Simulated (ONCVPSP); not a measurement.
Pseudopotential generation for Cu: ONCV, LDA (Perdew-Wang 92), scalar-relativistic.

Input for ONCVPSP 4.0.1:

```
# ATOM AND REFERENCE CONFIGURATION
# atsym  z   nc   nv     iexc    psfile
  Cu 29.00    3    4  -001012      upf
#
#   n    l    f
    1    0    2.00
    2    0    2.00
    2    1    6.00
    3    0    2.00
    3    1    6.00
    3    2   10.00
    4    0    0.50
#
# PSEUDOPOTENTIAL AND OPTIMIZATION
# lmax
    2
#
#   l,   rc,      ep,       ncon, nbas, qcut
    0    1.40    0.00    3    7   10.40
    1    0.70    0.00    4    9   12.20
    2    1.45    0.00    4    9   13.00
#
# LOCAL POTENTIAL
# lloc, lpopt,  rc(5),   dvloc0
    4    5    0.50    0.00
#
# VANDERBILT-KLEINMAN-BYLANDER PROJECTORs
# l, nproj, debl
    0    3    0.40
    1    2    2.30
    2    2    2.70
#
# MODEL CORE CHARGE
# icmod, fcfact, rcfact
    3    4.50    1.75
#
# LOG DERIVATIVE ANALYSIS
# epsh1, epsh2, depsh
   -6.00    5.00    0.04
#
# OUTPUT GRID
# rlmax, drl
    6.00    0.01
#
# TEST CONFIGURATIONS
# ncnf
    4
# nvcnf
#   n    l    f
    4
    3    0    2.00
    3    1    6.00
    3    2   10.00
    4    0    1.00
#
    4
    3    0    2.00
    3    1    6.00
    3    2   10.00
    4    0    0.00
#
    4
    3    0    2.00
    3    1    6.00
    3    2    9.00
    4    0    0.00
#
    4
    3    0    2.00
    3    1    5.00
    3    2   10.00
    4    0    1.00
#
```

Command:

```bash
oncvpsp.x < Cu.dat > Cu.out
```

Output (shortened: citation, most of the input echo, consistency checks and plot data are left out):

```
ONCVPSP  (Optimized Norm-Conservinng Vanderbilt PSeudopotential)
scalar-relativistic version 4.0.1

#   n    l    f        energy (Ha)
    1    0    2.00    -3.2477185E+02
    2    0    2.00    -3.9116353E+01
    2    1    6.00    -3.3826043E+01
    3    0    2.00    -4.3468320E+00
    3    1    6.00    -2.7995362E+00
    3    2   10.00    -3.4780637E-01
    4    0    0.50    -3.0830996E-01

Reference configufation results
  iterations    39
  all-electron total energy (Ha)   -1.65214225D+03

Begin loop to  construct optimized pseudo wave functions
and semi-local pseudopoentials for all angular momenta

   Wellstate for l =  0  n =  5
     eigenvalue =   0.0917
     asymptotic potential =   0.5917
     half-point radius =  8.6504

Calculating optimized projector #   1

 for l=   0

    Fraction of norm inside rc  0.980605
    Optimizing pswf for qcut=  10.40 a_B^-1,  ecut=  54.05 Ha
    Residual kinetic energy error=  4.04D-08 Ha

    Energy error per electron        Cutoff
         Ha          eV             Ha
         0.01000     0.27211       12.41
         0.00100     0.02721       25.60
         0.00010     0.00272       35.65
         0.00001     0.00027       42.23

Calculating optimized projector #   2

 for l=   0

    Fraction of norm inside rc  0.067727
    Optimizing pswf for qcut=  10.40 a_B^-1,  ecut=  54.05 Ha
    Residual kinetic energy error=  2.45D-08 Ha

    Energy error per electron        Cutoff
         Ha          eV             Ha
         0.01000     0.27211        9.00
         0.00100     0.02721       14.60
         0.00010     0.00272       32.90
         0.00001     0.00027       40.85

Calculating optimized projector #   3

 for l=   0

    Fraction of norm inside rc  0.030394
    Optimizing pswf for qcut=  10.40 a_B^-1,  ecut=  54.05 Ha
    Residual kinetic energy error=  1.28D-08 Ha

    Energy error per electron        Cutoff
         Ha          eV             Ha
         0.01000     0.27211        7.68
         0.00100     0.02721       11.96
         0.00010     0.00272       29.91
         0.00001     0.00027       38.74

WARNING wellstate: negative energy specified for n= 4 l=  1
WARNING scattering state with energy  0.25000000
WARNING will be used for the first projector

   Wellstate for l =  1  n =  4
     eigenvalue =   0.2500
     asymptotic potential =   0.7500
     half-point radius =  2.6765

Calculating optimized projector #   1

 for l=   1

    Fraction of norm inside rc  0.486336
    Optimizing pswf for qcut=  12.20 a_B^-1,  ecut=  74.41 Ha
    Residual kinetic energy error=  1.01D-03 Ha

    Energy error per electron        Cutoff
         Ha          eV             Ha
         0.01000     0.27211       33.71
         0.00100     0.02721       74.54
         0.00010     0.00272      459.48
         0.00001     0.00027      568.56

Calculating optimized projector #   2

 for l=   1

    Fraction of norm inside rc  0.035996
    Optimizing pswf for qcut=  12.20 a_B^-1,  ecut=  74.41 Ha
    Residual kinetic energy error=  1.15D-04 Ha

    Energy error per electron        Cutoff
         Ha          eV             Ha
         0.01000     0.27211       25.73
         0.00100     0.02721       35.69
         0.00010     0.00272       76.91
         0.00001     0.00027      495.66

   Wellstate for l =  2  n =  5
     eigenvalue =   2.3522
     asymptotic potential =   2.8522
     half-point radius =  3.1262

Calculating optimized projector #   1

 for l=   2

    Fraction of norm inside rc  0.806061
    Optimizing pswf for qcut=  13.00 a_B^-1,  ecut=  84.49 Ha
    Residual kinetic energy error=  1.43D-06 Ha

    Energy error per electron        Cutoff
         Ha          eV             Ha
         0.01000     0.27211       48.04
         0.00100     0.02721       57.47
         0.00010     0.00272       65.02
         0.00001     0.00027       71.72

Calculating optimized projector #   2

 for l=   2

    Fraction of norm inside rc  0.104866
    Optimizing pswf for qcut=  13.00 a_B^-1,  ecut=  84.49 Ha
    Residual kinetic energy error=  1.06D-07 Ha

    Energy error per electron        Cutoff
         Ha          eV             Ha
         0.01000     0.27211       47.28
         0.00100     0.02721       58.47
         0.00010     0.00272       67.10
         0.00001     0.00027       74.12

Construct Vanderbilt / Kleinmman-Bylander projectors

B matrix Hermiticity error, ll=   0
   1   2    4.5673E-04
   1   3   -3.3002E-04
   2   3    8.5243E-06

  Orthonormal projector coefficients  3.5246E+01  5.4486E+00  5.0551E-01

B matrix Hermiticity error, ll=   1
   1   2    4.2466E-04

  Orthonormal projector coefficients  2.4149E+01  5.6059E+00

B matrix Hermiticity error, ll=   2
   1   2   -2.6701E-04

  Orthonormal projector coefficients -1.0858E+01 -4.4724E+00

Model core correction analysis
  based on d2Exc/dn_idn_j

d2excae - all-electron derivatives

   -4.104072D-02   -3.840712D-02   -2.758014D-02   -2.073271D-03
   -3.840723D-02   -3.691073D-02   -2.709877D-02   -2.555272D-03
   -2.758040D-02   -2.709894D-02   -2.444242D-02   -8.740053D-03
   -2.073251D-03   -2.555146D-03   -8.733147D-03   -4.224544D-02

d2excps - pseudofunction derivatives with no core correction

   -5.270906D-02   -4.239432D-02   -2.840965D-02   -2.911290D-03
   -4.239518D-02   -4.005722D-02   -2.958829D-02   -2.794600D-03
   -2.841000D-02   -2.958847D-02   -2.618770D-02   -8.665713D-03
   -2.911522D-03   -2.794486D-03   -8.658805D-03   -4.229904D-02

rms 2nd derivative error    3.501816E-03

rmatch, rhocmatch    0.3628   63.9194

Teter function model core charge with specified parameters

d2excps - pseudofunction derivatives with core correction

   -3.573325D-02   -3.335190D-02   -2.460937D-02   -1.973446D-03
   -3.335188D-02   -3.366369D-02   -2.645076D-02   -2.334193D-03
   -2.460940D-02   -2.645082D-02   -2.445828D-02   -8.488245D-03
   -1.973413D-03   -2.334057D-03   -8.481335D-03   -4.224586D-02

rms 2nd derivative error    2.604819E-03

Pseudoatom total energy -193.408776

Diagnostic tests using Vanderbilt-Kleinman-Bylander pseudopotentials
  1 or more projectors used as specified by nproj input data

   l    rcore       rmatch      e in        delta e   norm test  slope test

   0   1.4020244   1.4445929  -4.3468320   0.0000048   1.0002444   1.0002139
   0   1.4020244   1.4445929  -0.3083100   0.0000042   1.0000350   1.0000207
   0   1.4020244   1.4445929   0.0916900   0.0000339   1.0002065   1.0002065

   1   0.7004704   0.7217382  -2.7995362  -0.0000892   1.0002259   1.0003510
   1   0.7004704   0.7217382   0.2500000   0.0000680   1.0005699   1.0005699

   2   1.4532604   1.4973846  -0.3478064  -0.0000024   1.0001181   1.0001260
   2   1.4532604   1.4973846   2.3521936   0.0000575   1.0002052   1.0002052

 Testing for bound ghosts
   n   l    E NL Schr. Eq   E Basis Diag.   E Cutoff

   1   0       -4.346827       -4.346819    134.78
   2   0       -0.308306       -0.225412    134.78

   2   1       -2.799625       -2.781157    803.16

   3   2       -0.347809       -0.345141    209.95

 Testing for highly-localized positive-energy ghosts
       l    <radius>/rc     E Basis Diag.   E Cutoff

       0        0.443236       15.126408    134.78  WARNING - GHOST(+)

Test configuration 0

   n   l     f        eae           eps        diff
   1   0  2.0000 -324.77185203
   2   0  2.0000  -39.11635318
   2   1  6.0000  -33.82604311
   3   0  2.0000   -4.34683201   -4.34682723    4.79D-06
   3   1  6.0000   -2.79953617   -2.79962534   -8.92D-05
   3   2 10.0000   -0.34780637   -0.34780879   -2.42D-06
   4   0  0.5000   -0.30830996   -0.30830577    4.20D-06

    Total energies and differences
      AE_ref= -1.65214225D+03  AE_tst= -1.65214225D+03  dif=  0.00D+00
      PS_ref= -1.93408776D+02  PS_tst= -1.93408776D+02  dif=  3.48D-11
      PSP excitation error= -3.48D-11

Test configuration 1

   n   l     f        eae           eps        diff
   1   0  2.0000 -324.61996195
   2   0  2.0000  -38.96871653
   2   1  6.0000  -33.67802090
   3   0  2.0000   -4.19494765   -4.19501672   -6.91D-05
   3   1  6.0000   -2.64713068   -2.64745963   -3.29D-04
   3   2 10.0000   -0.19566612   -0.19558905    7.71D-05
   4   0  1.0000   -0.17853985   -0.17862856   -8.87D-05

    Total energies and differences
      AE_ref= -1.65214225D+03  AE_tst= -1.65226354D+03  dif= -1.21D-01
      PS_ref= -1.93408776D+02  PS_tst= -1.93530046D+02  dif= -1.21D-01
      PSP excitation error= -1.17D-05

Test configuration 2

   n   l     f        eae           eps        diff
   1   0  2.0000 -324.93950587
   2   0  2.0000  -39.27851046
   2   1  6.0000  -33.98869132
   3   0  2.0000   -4.51415194   -4.51411491    3.70D-05
   3   1  6.0000   -2.96742625   -2.96724455    1.82D-04
   3   2 10.0000   -0.51474213   -0.51484893   -1.07D-04

    Total energies and differences
      AE_ref= -1.65214225D+03  AE_tst= -1.65195377D+03  dif=  1.88D-01
      PS_ref= -1.93408776D+02  PS_tst= -1.93220321D+02  dif=  1.88D-01
      PSP excitation error=  2.66D-05

Test configuration 3

   n   l     f        eae           eps        diff
   1   0  2.0000 -325.56606652
   2   0  2.0000  -39.91728589
   2   1  6.0000  -34.62600406
   3   0  2.0000   -5.13741963   -5.13756596   -1.46D-04
   3   1  6.0000   -3.58579148   -3.58591810   -1.27D-04
   3   2  9.0000   -1.10195248   -1.10106471    8.88D-04

    Total energies and differences
      AE_ref= -1.65214225D+03  AE_tst= -1.65115671D+03  dif=  9.86D-01
      PS_ref= -1.93408776D+02  PS_tst= -1.92423378D+02  dif=  9.85D-01
      PSP excitation error=  1.51D-04

Test configuration 4

   n   l     f        eae           eps        diff
   1   0  2.0000 -325.36473794
   2   0  2.0000  -39.58919662
   2   1  6.0000  -34.31291538
   3   0  2.0000   -4.77724639   -4.79035430   -1.31D-02
   3   1  5.0000   -3.22458660   -3.23008828   -5.50D-03
   3   2 10.0000   -0.73536438   -0.73607083   -7.06D-04
   4   0  1.0000   -0.51546968   -0.51540194    6.77D-05

    Total energies and differences
      AE_ref= -1.65214225D+03  AE_tst= -1.64934312D+03  dif=  2.80D+00
      PS_ref= -1.93408776D+02  PS_tst= -1.90605945D+02  dif=  2.80D+00
      PSP excitation error= -3.70D-03
```

The run took about 4.4 s on one core of a shared server CPU.
